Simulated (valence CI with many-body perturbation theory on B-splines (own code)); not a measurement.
## Forbidden lines of Lu²²⁺

Computed by configuration interaction combined with many-body perturbation theory (CI+MBPT): three valence electrons over a frozen Dirac-Fock core [Kr] 4d10, a basis of 7 s, 7 p, 7 d, 7 f, 4 g, 2 h functions for each j, with the one-electron correlation potential Σ1 (screened to all orders), the two-electron term Σ2, the three-electron term Σ3, Breit, model QED; selected single and double excitations, second order for the rest, scaled by the run's own slope (own B-spline code, finite nucleus).

No measured spectrum was set against this ion. As an estimate, terms of the open shell hold to a few per cent of their energy, and close levels can change places. Excitations out of the core, of the other parity, are not computed and may begin above about 148 eV (a cautious bound); beyond it only levels of the ground parity were kept, without lifetimes.

Lines 51 to 100 of 120 in falling wavelength, among levels below 1191200 cm⁻¹, chosen from the decays that carry over 1 % of a level's rate. Wavelengths and rates use the calculated energies, so an error of 2000 cm⁻¹ moves a line at 403.9 nm by 8.1 % and its rate by three times that or more. Electric multipoles are in the length gauge, E1 and E2 with the static RPA response of the core. Weak lines are less certain than strong ones. Lines between different terms over intervals too small for the method are left out, as are lines whose strength nearly cancels. Where a level lies close to another of its J and parity, the split of strength between their lines is uncertain.

Levels are named by their leading jj configuration (3d3/2^4 stands for four electrons in 3d with j = 3/2), which in mixed levels can hold well under half, so a name can repeat and another be missing. Letters in brackets count levels of one name in rising energy.

```csv
λ vac (nm),Upper,Lower,Type,A (s⁻¹),Branch %
403.9,(4f5/2 4f7/2^2) J=13/2 [b],(4f5/2^2 4f7/2) J=15/2,M1,4.03e+00,3.2
401.1,(4f5/2 4f7/2^2) J=3/2 [a],(4f5/2^2 4f7/2) J=5/2 [a],M1,8.01e+01,29.5
398.4,(4f5/2^2 4f7/2) J=1/2,(4f5/2^2 4f7/2) J=3/2 [a],M1,5.70e+01,43.4
394.5,(4f7/2^3) J=9/2,(4f5/2 4f7/2^2) J=9/2 [a],M1,1.70e+02,53.4
391.9,(4f5/2 4f7/2^2) J=11/2 [b],(4f5/2^2 4f7/2) J=13/2,M1,6.61e+00,4.3
382.1,(4f7/2^3) J=9/2,(4f5/2^2 4f7/2) J=7/2 [b],M1,2.94e+01,9.3
379.0,(4f5/2 4f7/2^2) J=3/2 [b],(4f5/2 4f7/2^2) J=3/2 [a],M1,2.01e+02,45.9
368.5,(4f5/2 4f7/2^2) J=11/2 [b],(4f5/2 4f7/2^2) J=11/2 [a],M1,6.63e+01,42.9
367.6,(4f5/2^2 4f7/2) J=5/2 [c],(4f5/2^2 4f7/2) J=5/2 [b],M1,1.64e+01,11.8
360.3,(4f5/2 4f7/2^2) J=17/2,(4f5/2^2 4f7/2) J=15/2,M1,8.36e+01,82.1
349.3,(4f5/2 4f7/2^2) J=7/2 [b],(4f5/2 4f7/2^2) J=9/2 [b],M1,5.30e+00,5.4
326.7,(4f5/2 4f7/2^2) J=9/2 [b],(4f5/2^2 4f7/2) J=9/2,M1,5.38e+01,34.3
325.9,(4f5/2^2 4f7/2) J=5/2 [c],(4f5/2^2 4f7/2) J=7/2 [a],M1,3.14e+01,22.6
325.0,(4f5/2 4f7/2^2) J=9/2 [c],(4f5/2 4f7/2^2) J=9/2 [b],M1,3.60e+01,15.7
323.4,(4f5/2 4f7/2^2) J=11/2 [a],(4f5/2 4f7/2^2) J=13/2 [a],M1,5.94e+01,31.4
321.9,(4f5/2 4f7/2^2) J=7/2 [b],(4f5/2 4f7/2^2) J=7/2 [a],M1,5.86e+00,5.9
321.1,(4f5/2^2 4f7/2) J=5/2 [c],(4f5/2^2 4f7/2) J=3/2 [a],M1,7.19e+00,5.2
318.8,(4f5/2^2 4f7/2) J=15/2,(4f5/2 4f7/2^2) J=15/2 [a],M1,1.14e+02,46.4
311.2,(4f5/2 4f7/2^2) J=5/2 [a],(4f5/2^2 4f7/2) J=5/2 [b],M1,2.71e+01,13.3
308.0,(4f5/2^2 4f7/2) J=3/2 [b],(4f5/2^2 4f7/2) J=5/2 [b],M1,8.44e+00,12.5
307.3,(4f5/2^2 4f7/2) J=13/2,(4f5/2 4f7/2^2) J=13/2 [a],M1,5.33e+01,21.9
301.2,(4f5/2 4f7/2^2) J=9/2 [c],(4f5/2 4f7/2^2) J=7/2 [a],M1,8.60e+01,37.4
296.6,(4f5/2 4f7/2^2) J=15/2 [b],(4f5/2^2 4f7/2) J=13/2,M1,1.55e+02,54.6
291.0,(4f5/2 4f7/2^2) J=3/2 [a],(4f5/2^3) J=3/2,M1,4.84e+01,17.8
286.1,(4f5/2 4f7/2^2) J=13/2 [b],(4f5/2^2 4f7/2) J=13/2,M1,4.33e+01,34.5
283.9,(4f5/2^2 4f7/2) J=5/2 [c],(4f5/2^2 4f7/2) J=5/2 [a],M1,1.87e+01,13.5
281.2,(4f7/2^3) J=9/2,(4f5/2^2 4f7/2) J=7/2 [a],M1,1.69e+01,5.3
280.8,(4f5/2 4f7/2^2) J=5/2 [a],(4f5/2^2 4f7/2) J=7/2 [a],M1,8.19e+01,40.3
277.2,(4f5/2 4f7/2^2) J=5/2 [a],(4f5/2^2 4f7/2) J=3/2 [a],M1,3.15e+01,15.5
274.7,(4f5/2^2 4f7/2) J=3/2 [b],(4f5/2^2 4f7/2) J=3/2 [a],M1,5.02e+01,74.5
273.4,(4f5/2 4f7/2^2) J=13/2 [b],(4f5/2 4f7/2^2) J=11/2 [a],M1,1.40e+01,11.1
272.5,(4f5/2^2 4f7/2) J=9/2,(4f5/2^3) J=9/2,M1,1.58e+02,82.3
259.0,(4f5/2^2 4f7/2) J=1/2,(4f5/2^3) J=3/2,M1,7.37e+01,56.0
252.8,(4f5/2^2 4f7/2) J=11/2 [b],(4f5/2^2 4f7/2) J=9/2,M1,2.33e+00,3.5
249.0,(4f5/2 4f7/2^2) J=5/2 [a],(4f5/2^2 4f7/2) J=5/2 [a],M1,1.04e+01,5.1
246.6,(4f5/2 4f7/2^2) J=7/2 [b],(4f5/2 4f7/2^2) J=9/2 [a],M1,3.40e+00,3.4
241.9,(4f5/2 4f7/2^2) J=9/2 [a],(4f5/2^2 4f7/2) J=11/2 [a],M1,3.35e+01,20.5
241.7,(4f5/2 4f7/2^2) J=7/2 [b],(4f5/2^2 4f7/2) J=7/2 [b],M1,3.10e+00,3.1
234.0,(4f5/2^2 4f7/2) J=15/2,(4f5/2 4f7/2^2) J=13/2 [a],M1,1.23e+02,49.7
231.0,(4f5/2 4f7/2^2) J=3/2 [b],(4f5/2^2 4f7/2) J=5/2 [b],M1,5.54e+00,1.3
229.7,(4f5/2 4f7/2^2) J=11/2 [a],(4f5/2^2 4f7/2) J=11/2 [a],M1,5.26e+01,27.8
227.0,(4f7/2^3) J=9/2,(4f5/2^2 4f7/2) J=9/2,M1,7.39e+00,2.3
223.9,(4f5/2^2 4f7/2) J=5/2 [c],(4f5/2^3) J=3/2,M1,4.33e+01,31.1
222.5,(4f5/2 4f7/2^2) J=1/2,(4f5/2^2 4f7/2) J=3/2 [a],M1,2.11e+01,24.1
221.5,(4f5/2^2 4f7/2) J=13/2,(4f5/2^2 4f7/2) J=11/2 [a],M1,1.90e+02,78.1
221.3,(4f5/2^2 4f7/2) J=7/2 [a],(4f5/2^3) J=9/2,M1,1.16e+01,59.9
211.7,(4f5/2 4f7/2^2) J=3/2 [b],(4f5/2^2 4f7/2) J=3/2 [a],M1,1.26e+01,2.9
208.2,(4f5/2 4f7/2^2) J=11/2 [b],(4f5/2^2 4f7/2) J=9/2,M1,2.87e+01,18.6
205.5,(4f5/2^2 4f7/2) J=5/2 [b],(4f5/2^3) J=9/2,E2,5.22e-01,4.8
201.7,(4f5/2^2 4f7/2) J=11/2 [b],(4f5/2 4f7/2^2) J=13/2 [a],M1,2.53e+01,38.5
```
